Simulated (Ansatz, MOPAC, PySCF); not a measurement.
Dimer: GeH4 (SMILES [GeH4]) (first 5 atoms) with CH3I (SMILES CI); geometry from B3LYP-D3(BJ)/def2-TZVP, rigid monomers moved along the line of their centres of mass till Ge1···I7 is 4.70 Å.
(charge 0, multiplicity 1):
```xyz
10

Ge     0.17374     0.26340     0.11221
H     -1.03606    -0.49600     0.67643
H     -0.02818     0.48166    -1.39677
H      1.45347    -0.54655     0.34937
H      0.28387     1.62857     0.80713
C     -1.45064     1.10153     4.29004
I      0.27007    -0.09163     4.80194
H     -2.06866     0.50696     3.62749
H     -1.96717     1.33861     5.21277
H     -1.08718     1.99450     3.79527
```

Interaction energies are E(AB) − E(A) − E(B) at the monomers' geometry in the complex; basis-set methods are counterpoise corrected. Rows marked so take none.

Rows in 3-21G carry no dispersion term and start afresh at each structure; the Pople sets are all-electron and without relativity. The state reached by PM3, PM7 isn't checked; PM7 holds dispersion and hydrogen-bond terms.

Programs: Ansatz (Gaussian orbitals); MOPAC for PM3, PM7 (differences of heats of formation); PySCF for 3-21G rows, the dispersion terms. Each number belongs to the level named beside it. In def2 rows elements past Kr take small-core potentials, without spin–orbit coupling.

### Question
One of these levels gives -0.99 kcal/mol for the interaction energy. Which?
(A) PBE-D4/def2-TZVPPD
(B) PM7
(C) HF/3-21G (no counterpoise)
(D) PM3

### Answer
B, PM7. The others give 0.56 (PM3), -0.64 (HF/3-21G (no counterpoise)), -1.41 (PBE-D4/def2-TZVPPD)

Ansatz is an electronic-structure program.
